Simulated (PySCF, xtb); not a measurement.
Nb(NH)(Cl)2(OMe) (CH4Cl2NNbO), SMILES C[O][Nb](=[NH])([Cl])[Cl], multiplicity 1.

GFN2-xTB (xtb 6.7.1) at its own geometry gives an orbital gap of 2.99 eV and a dipole moment of 3.77 D.

Geometry: B3LYP-D3(BJ)/def2-SVP. The spin state was assumed, not searched. The def2 effective core potentials stand for the cores of Nb; spin–orbit coupling is left out. One conformer was computed; it need not be the lowest.

What does PySCF with M06-2X/def2-TZVP give? (An estimate is asked for; the answer gives what the named calculation found.)

gap 8.37 eV (levels -9.69 and -1.31 eV), dipole 3.75 D.
